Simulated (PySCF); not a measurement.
## Fractional electron number in Se²⁺ (selenium, charge +2)

The 4p alpha orbital of [Ar] 3d10 4s2 4p2 is emptied in steps (occupation f), with all orbitals relaxed, ending at [Ar] 3d10 4s2 4p1. Calculation: PySCF 2.14, in def2-SVP; no relativity, point nucleus. The exact energy is a straight line in f; departures are measured from the line between the end points of the same method.

Task: Among UHF, LDA, PBE, PBE0, r2SCAN, LC-wPBE, BHandHLYP, wB97X, HSE06, TPSS, which shows the largest delocalisation error (convex curve), and which is closest to linear?

Result: Most convex: LDA (-1.307 eV at f = 0.4); closest to linear: UHF (0.102 eV).

```csv
f,UHF (eV),LDA (eV),PBE (eV),PBE0 (eV),r2SCAN (eV),LC-wPBE (eV),BHandHLYP (eV),wB97X (eV),HSE06 (eV),TPSS (eV)
1,0.000,0.000,0.000,0.000,0.000,0.000,0.000,0.000,0.000,0.000
0.8,0.070,-0.869,-0.845,-0.617,-0.798,-0.162,-0.406,-0.215,-0.686,-0.825
0.6,0.103,-1.306,-1.266,-0.923,-1.188,-0.239,-0.608,-0.324,-1.028,-1.234
0.4,0.102,-1.307,-1.263,-0.919,-1.174,-0.234,-0.607,-0.327,-1.027,-1.229
0.2,0.067,-0.871,-0.838,-0.609,-0.770,-0.152,-0.404,-0.221,-0.683,-0.814
0,0.000,0.000,0.000,0.000,0.000,0.000,0.000,0.000,0.000,0.000
```

```tsv
method	E(f=0) − E(f=1) (eV)	−ε at f=1 (eV)	−ε at f=0.4 (eV)
UHF	30.926	31.367	30.834
LDA	31.741	26.324	32.827
PBE	31.575	26.295	32.647
PBE0	31.618	27.755	32.407
r2SCAN	31.798	26.789	32.860
LC-wPBE	31.743	30.721	31.964
BHandHLYP	31.493	28.954	32.006
wB97X	31.399	30.055	31.655
HSE06	31.610	27.318	32.475
TPSS	31.609	26.450	32.668
```

Reference removal energy between the ground levels: 31.697 ± 0.019 eV (measured; NIST Atomic Spectra Database, ionization energies). The calculation has no spin-orbit coupling. UHF lacks correlation.
